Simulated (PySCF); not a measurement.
Compound: C5H9NOS.
Atom-mapped SMILES: `[CH3:1][N:2]([CH3:3])[C:4](=[O:5])[C@@H:6]1[CH2:7][S:8]1` (hydrogens: H9, H10, H11 on C1; H12, H13, H14 on C3; H15 on C6; H16, H17 on C7)

Structure used (GFN2-xTB), in Å, numbered top down from 1:
```xyz
17
C5H9NOS angstrom
C     -1.3356    0.7532   -0.8363
N     -0.9010   -0.2147    0.1426
C     -1.9344   -0.9065    0.8787
C      0.3921   -0.5120    0.3861
O      0.7467   -1.3056    1.2376
C      1.3997    0.1977   -0.4844
C      2.8012    0.2557   -0.0116
S      1.9420    1.8338    0.0696
H     -2.3470    1.0684   -0.5862
H     -1.3457    0.3273   -1.8448
H     -0.6913    1.6320   -0.8277
H     -2.5267   -0.1982    1.4617
H     -1.4530   -1.6138    1.5512
H     -2.5907   -1.4450    0.1920
H      1.2201    0.1340   -1.5533
H      3.0127   -0.1949    0.9490
H      3.6038    0.2007   -0.7342
```

Level of theory: TDDFT PBE0/def2-SVPD, vertical, gas phase, core orbitals frozen in the response in PySCF 2.14.0, density-fitted response routines.

Ground-to-excited transition dipoles (e·a0, same axes as the geometry; the sign carries no meaning), for the states with f of 0.002 or more among the lowest 6:

```tsv
state	E (hartree)	μx	μy	μz
S1	0.1622	-0.146	-0.124	0.050
S2	0.1989	-0.170	-0.214	0.091
S3	0.2090	0.609	0.011	0.246
S4	0.2134	-0.111	-0.090	0.259
S5	0.2267	-0.021	-0.216	-0.071
S6	0.2392	-0.458	0.281	0.162
```

(1) Work out the oscillator strengths.

(2) Which bond between heavy atoms lies closest to the direction of the S3 transition dipole?

(3) What angle do the transition dipoles of S3 and S4 make?

(4) How is the summed strength of these states shared among x, y and z?

(5) What peak molar absorption coefficient would the strongest computed level give as a lone Gaussian band 0.3 eV wide at half height?

Answers

(1) f = (2/3) ΔE |μ|² with ΔE in hartree (27.2114 eV).

```json
{"state": "S1", "|μ|² (au)": "0.039", "|μ| (D)": "0.50", "f": "0.004"}
{"state": "S2", "|μ|² (au)": "0.083", "|μ| (D)": "0.73", "f": "0.011"}
{"state": "S3", "|μ|² (au)": "0.432", "|μ| (D)": "1.67", "f": "0.060"}
{"state": "S4", "|μ|² (au)": "0.087", "|μ| (D)": "0.75", "f": "0.012"}
{"state": "S5", "|μ|² (au)": "0.052", "|μ| (D)": "0.58", "f": "0.008"}
{"state": "S6", "|μ|² (au)": "0.315", "|μ| (D)": "1.43", "f": "0.050"}
```

(2) C6–C7, at 4° from it; next N2–C4 at 18°.

(3) |cos θ| = |μa·μb| / (|μa| |μb|) = 0.02, so θ ≈ 89° (taken between 0 and 90°, since the signs are arbitrary).

(4) (2/3) Σ ΔE μα² gives 0.093 for x, 0.029 for y and 0.024 for z, 0.146 in all.

(5) ε(max) = 2.175×10⁸ f / FWHM, with the width in cm⁻¹. S3: 2.175×10⁸ × 0.0602 / 2420 ≈ 5400 L mol⁻¹ cm⁻¹.

One conformer stands for the species.
